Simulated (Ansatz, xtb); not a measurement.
# Two isomers of CH7ISi2

Structure I: `[SiH3]C[SiH2]I`, a singlet. Structure II: `C[SiH2][SiH2]I`, a singlet. Both are isolated molecules in the gas phase, relaxed with r2SCAN-D4/def2-SVP; each stands in its lowest conformer found.

Question: Estimate which is lower in electronic energy at CCSD(T)/def2-SVP + ΔMP2/def2-TZVPP, and by roughly how much.

Answer: Not settled: CCSD(T)/def2-SVP + ΔMP2/def2-TZVPP gives E(II) − E(I) = +0.059 eV, but this leans on the basis-set step: CCSD(T) alone gives +0.035 eV.

How the difference moves with the method:

| level | geometry | E(II) − E(I) (eV) | departure from the last row (eV) | job, with rough time for the two |
| --- | --- | --- | --- | --- |
| GFN2-xTB | GFN2-xTB | +0.259 | +0.200 | optimisation, 0.17 s |
| HF/STO-3G | GFN2-xTB | −0.162 | −0.221 | single point, 0.94 s |
| r2SCAN-D4/def2-SVP//GFN2-xTB | GFN2-xTB | +0.005 | −0.054 | single point, 5.1 s |
| r2SCAN-D4/def2-SVP | r2SCAN-D4/def2-SVP | −0.023 | −0.082 | optimisation, 54 s |
| HF/def2-SVP | r2SCAN-D4/def2-SVP | +0.089 | +0.030 | part of the CCSD(T) run |
| MP2/def2-SVP | r2SCAN-D4/def2-SVP | +0.086 | +0.027 | part of the CCSD(T) run |
| CCSD(T)/def2-SVP | r2SCAN-D4/def2-SVP | +0.035 | −0.025 | single point |
| CCSD(T)/def2-SVP + ΔMP2/def2-TZVPP | r2SCAN-D4/def2-SVP | +0.059 |  | single point, 47 s |

As drawn, II has 1 Si–Si, 1 C–H in place of 1 C–Si, 1 Si–H.

HF/STO-3G, r2SCAN-D4/def2-SVP put the two in the other order. r2SCAN-D4/def2-SVP//GFN2-xTB finds them nearly level. The largest departure from CCSD(T)/def2-SVP + ΔMP2/def2-TZVPP is that of HF/STO-3G, 0.221 eV. The last row adds to CCSD(T) the change of the MP2 difference between the two basis sets, here +0.025 eV.

With harmonic frequencies from r2SCAN-D4/def2-SVP (ideal gas, rigid rotor, one conformer each, 298.15 K, 1 atm): on the last row, ΔE + ΔZPE = +0.106 eV. A mode under 50 cm⁻¹ makes harmonic enthalpies and free energies unreliable, so none is given.

The correlated steps freeze 15 core orbitals; the filled d shell of I is correlated, in a basis made for valence electrons. Atoms past krypton carry core potentials in the def2 sets, other sets are all-electron and non-relativistic, and no spin–orbit term is included. Run with Ansatz 0.2.0, xtb 6.7.1; the last row on 2 threads of Arm Neoverse V1 on a shared host.
